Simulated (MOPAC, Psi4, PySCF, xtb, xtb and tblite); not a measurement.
Two geometries of Si(H)(NMe2)3, SMILES CN(C)[SiH](N(C)C)N(C)C, relaxed at GFN2-xTB with one dihedral held; other torsions can differ between them too.

Structure A

```
29

Si    -0.5020     0.2045    -0.4191
N     -0.3357     1.4232     0.7828
C      0.2423     1.1778     2.0777
C     -0.3666     2.8192     0.4462
N      0.9385    -0.1320    -1.3114
C      0.8918    -0.8723    -2.5469
C      2.0902     0.7299    -1.2415
N     -0.9361    -1.2257     0.4358
C     -2.1677    -1.2455     1.1818
C     -0.4944    -2.5436     0.0661
H     -1.5689     0.7165    -1.3070
H     -0.3477     1.6794     2.8534
H      1.2715     1.5549     2.1435
H      0.2473     0.1099     2.2714
H      0.6422     3.2500     0.3876
H     -0.8529     2.9531    -0.5156
H     -0.9255     3.3769     1.2053
H      0.8914    -0.2019    -3.4160
H      1.7640    -1.5295    -2.6295
H     -0.0101    -1.4757    -2.5797
H      3.0069     0.1373    -1.3258
H      2.0982     1.2500    -0.2898
H      2.0929     1.4743    -2.0490
H     -2.9921    -1.6680     0.5936
H     -2.4289    -0.2318     1.4679
H     -2.0505    -1.8524     2.0851
H     -0.4138    -3.1710     0.9595
H     -1.1933    -3.0332    -0.6261
H      0.4809    -2.4782    -0.4042
```

Structure B

```
29

Si    -0.3968     0.0234    -0.3883
N     -0.4409     1.4226     0.6085
C      0.6242     2.3816     0.7178
C     -1.6832     1.9026     1.1484
N      1.1188    -0.0058    -1.2028
C      1.3667     0.9159    -2.2793
C      1.9708    -1.1628    -1.2604
N     -0.5259    -1.3881     0.5903
C     -0.8800    -1.3459     1.9841
C     -0.8168    -2.6630    -0.0107
H     -1.5190     0.0838    -1.3585
H      0.7840     2.6527     1.7673
H      0.3942     3.3021     0.1643
H      1.5375     1.9504     0.3225
H     -2.0290     2.8001     0.6194
H     -2.4435     1.1330     1.0565
H     -1.5693     2.1610     2.2073
H      2.4071     1.2569    -2.2552
H      1.1862     0.4525    -3.2578
H      0.7123     1.7763    -2.1799
H      1.8085    -1.7443    -2.1784
H      1.7747    -1.7959    -0.4019
H      3.0210    -0.8538    -1.2410
H     -1.9541    -1.5186     2.1362
H     -0.6193    -0.3751     2.3912
H     -0.3339    -2.1201     2.5328
H     -0.2543    -3.4577     0.4908
H     -1.8843    -2.9084     0.0627
H     -0.5403    -2.6448    -1.0604
```

Problem. Which is lower in energy at the level B3LYP-D3(BJ)/def2-SVP // GFN2-xTB in Psi4, and by how much?

Solution. A is lower, by 0.90 kcal/mol (dihedral N5–Si1–N2–C3: -80° in A, 0° in B).

E(B) − E(A) in kcal/mol at the other levels, on the same two geometries: GFN2-xTB (xtb and tblite) -0.18; B3LYP/def2-SVP // GFN2-xTB (Psi4) 0.94; PBE/def2-SVP // GFN2-xTB (Psi4) 1.03; PBE-D3(BJ)/def2-SVP // GFN2-xTB (Psi4) 1.01; AM1, restricted, heats of formation // GFN2-xTB (MOPAC) -0.09; PM6, restricted, heats of formation // GFN2-xTB (MOPAC) 0.58; GFN1-xTB // GFN2-xTB (xtb) 0.04; restricted B3LYP/6-31G*, spherical d, density fitting // GFN2-xTB (PySCF) 1.20; restricted M06-2X/6-31G*, spherical d, density fitting // GFN2-xTB (PySCF) 0.90; restricted BP86/6-31G*, spherical d, density fitting // GFN2-xTB (PySCF) 1.28; restricted B3LYP/3-21G, density fitting // GFN2-xTB (PySCF) 0.92.
